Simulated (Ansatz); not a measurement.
`[OH][GeH2][CH2]Cl` + HI → `[OH][GeH2][I]` + `CCl` at 400 K and 1 bar (ligand exchange at a Ge–C bond).

Calculated with Ansatz (gas phase, PBE0-D4/def2-TZVP geometries, no zero-point term in ΔE). CCSD(T)/CBS is the MP2 limit (def2-TZVPP, def2-QZVPP) plus CCSD(T) − MP2 in def2-TZVPP, frozen cores. This one scheme is used for every species. Elements past krypton have def2 core potentials. For Ge, I outer-core shells are correlated without core-valence functions, which leaves a few kJ/mol of doubt a bond. Scalar relativity is left out up to krypton. One conformer a species, not always the lowest.

```json
{"species": "`[OH][GeH2][CH2]Cl`", "CCSD(T)/CBS energy (Eh)": "-2652.14349", "H − E (kJ/mol)": "182.3", "S (J/(mol·K))": "371.4"}
{"species": "HI", "CCSD(T)/CBS energy (Eh)": "-298.03592", "H − E (kJ/mol)": "25.7", "S (J/(mol·K))": "215.0"}
{"species": "`[OH][GeH2][I]`", "CCSD(T)/CBS energy (Eh)": "-2450.58625", "H − E (kJ/mol)": "103.9", "S (J/(mol·K))": "347.8"}
{"species": "`CCl`", "CCSD(T)/CBS energy (Eh)": "-499.63220", "H − E (kJ/mol)": "114.2", "S (J/(mol·K))": "247.0"}
```

H − E and S are ideal-gas, rigid-rotor, harmonic terms from PBE0-D4/def2-TZVP, for one conformer and one mirror image of each species. 1 Eh = 2625.50 kJ/mol, R = 8.31446 J/(mol·K).

Question: By hand: ΔE, ΔH, ΔS and ΔG.

Answer: ΔE = (-2450.58625) + (-499.63220) − (-2652.14349) − (-298.03592) = -0.03904 Eh = -102.5 kJ/mol. Δ(H − E) = 103.9 + 114.2 − 182.3 − 25.7 = 10.1, so ΔH = -92.4 kJ/mol. ΔS = 347.8 + 247.0 − 371.4 − 215.0 = 8.4 J/(mol·K). ΔG = -92.4 − 400 × (8.4)/1000 = -95.8 kJ/mol.

Question: By hand: the equilibrium constant, and the temperature at which ΔG would vanish if ΔH and ΔS stayed fixed.

Answer: log₁₀ K = −ΔG/(RT ln 10) = 12.5. ΔH and −TΔS have one sign here, so there is no such temperature.

The number of gas molecules stays the same, so ΔS is small and ΔH decides. A doubt of 5 kJ/mol in ΔE shifts log₁₀ K by 0.7 here. Other conformers and mirror images would add mixing entropy, several J/(mol·K) or more a flexible species. These are equilibria of isolated gas molecules and say nothing of rates. Largest T1 diagnostic: 0.011 (customary marks: 0.02 for closed shells, 0.045 for open ones).

ΔS is within the doubt of such terms, so its sign, and with it that verdict, could turn.
